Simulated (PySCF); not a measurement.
A structure optimised at TPSSh-D3(BJ)/def2-SVP, used in a PySCF frequency run:

```
Si
O 1 1.6746
H 2 0.9747 1 110.80
O 1 1.6771 2 113.05 3 -89.36
H 4 0.9687 1 115.89 2 -63.39
C 1 1.8716 2 106.99 3 148.18
H 6 1.1018 1 111.46 2 177.29
H 6 1.1019 7 108.56 1 -122.29
H 6 1.1038 7 108.04 8 -116.27
O 3 2.1751 2 130.41 1 -21.52
H 10 0.9675 3 145.40 2 -163.11
Si 10 1.6976 11 117.95 3 -167.74
H 12 1.4928 10 111.20 11 -56.32
H 12 1.4963 13 106.63 10 -120.71
```
Charge 0, spin multiplicity 1.

Write its SMILES and formula.

C[Si](O)(O)[SiH2]O, CH₈O₃Si₂

What are its rotational constants (standard atomic weights)?

3.1434, 1.4755, 1.4207 GHz
